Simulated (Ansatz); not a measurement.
C$_{2}$H$_{4}$OSi, SMILES `O=C1C[SiH2]1`. Charge 0, multiplicity 1. The geometry is a stationary point of PBE0-D4/def2-TZVP.

```xyz
8

O    -2.126   -0.734   -0.332
C    -1.040   -0.277   -0.164
C     0.154   -0.556    0.702
Si    0.465    0.753   -0.633
H     0.548   -1.572    0.704
H     0.059   -0.147    1.710
H     0.675    2.142   -0.162
H     1.265    0.391   -1.825
```

Question: What is the dipole moment at r2SCAN/def2-TZVPP? (An estimate is asked.)

Answer: Computed: 2.67 D, with components (2.49, 0.69, 0.68) D in this frame, pointing from negative to positive charge.

Question: And with PBE, B3LYP, ωB97M-V? (Estimate.)

Answer: Computed: PBE 2.52 D, B3LYP 2.81 D, ωB97M-V 2.89 D.

Question: Give the Mulliken charges with r2SCAN, PBE, B3LYP in def2-TZVPP. (An estimate is asked.)

Answer: Ansatz gave: 
```json
{"atom": "O1", "r2SCAN": "-0.25", "PBE": "-0.17", "B3LYP": "-0.22"}
{"atom": "C2", "r2SCAN": "0.10", "PBE": "0.06", "B3LYP": "0.09"}
{"atom": "C3", "r2SCAN": "-0.17", "PBE": "-0.15", "B3LYP": "-0.21"}
{"atom": "Si4", "r2SCAN": "0.26", "PBE": "0.15", "B3LYP": "0.23"}
{"atom": "H5", "r2SCAN": "0.08", "PBE": "0.09", "B3LYP": "0.10"}
{"atom": "H6", "r2SCAN": "0.09", "PBE": "0.10", "B3LYP": "0.11"}
{"atom": "H7", "r2SCAN": "-0.06", "PBE": "-0.04", "B3LYP": "-0.05"}
{"atom": "H8", "r2SCAN": "-0.06", "PBE": "-0.04", "B3LYP": "-0.05"}
```

B3LYP here is the variant with VWN-RPA as its local correlation; programs differ in this.
